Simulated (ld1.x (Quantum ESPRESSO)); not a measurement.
## Varying the TM potential for chromium (Cr)

Base potential:

ld1.x (Quantum ESPRESSO) 7.5 input, shortened:

```
&input
   title='Cr', zed=24., rel=1, dft='PBESOL', iswitch=3,
   config='[Ar] 3d4 4s0 4p0'
 /
 &inputp
   pseudotype=2, tm=.true., lloc=1,
   nlcc=.true., rcore=0.70
 /
3
4S  1  0   0.00   0.00  1.70  1.70  0.0
3D  3  2   4.00   0.00  1.40  1.40  0.0
3P  2  1   6.00   0.00  1.05  1.05  0.0
 &test
   configts(1)='3p6 3d4 4s0 4p0'
 /
```

Cutoffs, loose and tight: the cutoffs (Ry, on a coarse ladder) from which the occupation-weighted sum of valence levels, in a spherical-Bessel basis at the reference potential, stays within 10 and 1 mRy of its value at 400 Ry. They do not see the model core or the augmentation charge, which bear on the density cutoff. Test errors are all-electron minus pseudo excitation energies from the reference, over the configurations 3p6 3d5 4s1 4p0; 3p6 3d5 4s0 4p0; 3p6 3d3 4s0 4p0; 3p5 3d5 4s1 4p0; 3p6 3d4 4s1 4p1; 3p6 3d2 4s0 4p0; 3p6 3d4 4s1 4p0. A dash means not determined; rows that change the core or the reference have their own tests. The largest error is taken over the tests solved by every variant that gives reliable tests at all: 3p6 3d2 4s0 4p0; 3p6 3d3 4s0 4p0; 3p6 3d5 4s0 4p0.

A true bound ghost makes a file unfit for plane-wave use even where its test errors are small: the radial tests pick states by their node count and pass the ghost by.

Cutoffs are not given where the Bessel-basis levels miss the radial ones by over 6 mRy, ghosts where they miss by over 20 mRy; a channel whose overlap is not positive is not tested.

```tsv
change	outcome	cutoff, loose	cutoff, tight	bound ghosts	largest test error (meV)
base	generated	110 Ry	160 Ry	s	-129
type ultrasoft; waves now 4s (bound): rcut 1.50, rcutus 1.70 bohr; 4s channel at -0.5 Ry: rcut 1.50, rcutus 1.70 bohr; 3p (bound): rc 1.05 bohr; 4p (bound): rc 1.05 bohr; 3d (bound): rcut 1.20, rcutus 1.40 bohr; 3d channel at -0.15 Ry: rcut 1.20, rcutus 1.40 bohr; local potential all-electron potential smoothed inside 1.40 bohr (lloc = -1); augmentation built from norm-conserving waves at rcut, not smoothed further	generated	–	–	not determined	-213
wave 3d (bound): rc 1.40 bohr becomes 3d (bound): rc 1.34 bohr	generated	110 Ry	160 Ry	s	-161
local potential the s channel	generated	110 Ry	180 Ry	none	-1040
reference 3p6 3d6 4s0 4p0	generated	110 Ry	160 Ry	s	-120
functional PBE	generated	110 Ry	160 Ry	s	-127
wave 3p (bound): rc 1.05 bohr becomes 3p (bound): rc 0.72 bohr	generated	230 Ry	over 300 Ry	s	-130
core correction a·sin(br)/r model core inside 0.52 bohr	generated	110 Ry	160 Ry	s	-127
fully relativistic	generated, misses its reference levels by 0.69 eV	110 Ry	160 Ry	s	-127
wave 4s (bound): rc 1.70 bohr becomes 4s (bound): rc 1.32 bohr	generated	110 Ry	160 Ry	s	-129
```

Q: What comes out with this change to the base: core [Ar], valence charge 6; reference 3d4 4s0 4p0; waves now 4s (bound): rc 1.80 bohr; 3d (bound): rc 1.80 bohr; 4p (bound): rc 2.25 bohr; core correction Bessel-smoothed model core inside 1.70 bohr?

A: outcome: generated; cutoff, loose: 70 Ry; cutoff, tight: 90 Ry; bound ghosts: s; largest test error (meV): -2038.

Q: What comes out with this change to the base: all radii but the core radius scaled by about 1.21 (s 2.06, p 1.28, d 1.70 bohr)?

A: outcome: generated; cutoff, loose: 80 Ry; cutoff, tight: 110 Ry; bound ghosts: s; largest test error (meV): +84.
